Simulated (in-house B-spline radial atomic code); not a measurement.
**Binding energies in the europium ion Eu⁵⁴⁺**

NIST's tabulated ground configuration is [He] 2s2 2p5; each binding energy is the energy of the ion with one electron taken from that subshell, relaxed, less that of the parent. Level of theory: Dirac-Hartree-Fock, average of configuration, Fermi nucleus of rms radius 5.1115 fm; calculated with an all-electron radial atomic-structure program (B-spline basis). Energies include first-order Breit, QED and recoil terms.

| subshell | X-ray name | binding energy (eV) | -ε (eV) | relaxation (eV) |
| --- | --- | --- | --- | --- |
| 1s | K | 53078.5 | 53294.7 | 19.3 |
| 2s | L1 | 12175.5 | 12201.3 | 2.1 |
| 2p | L2,3 | 11389.9 | 11409.8 | 2.8 |

Relaxation = -ε minus the binding energy without Breit, QED and recoil terms.

(1) What does it cost to remove both a 2s and a 2p electron?

(2) What does it cost to remove two 2s electrons?

(3) What does it cost to remove two 1s electrons?

## Answers

(1) 23818 eV, which is 252.5 eV more than the two single binding energies together.

(2) 24616 eV, which is 265.2 eV more than the two single binding energies together.

(3) 107370 eV, which is 1214 eV more than the two single binding energies together.
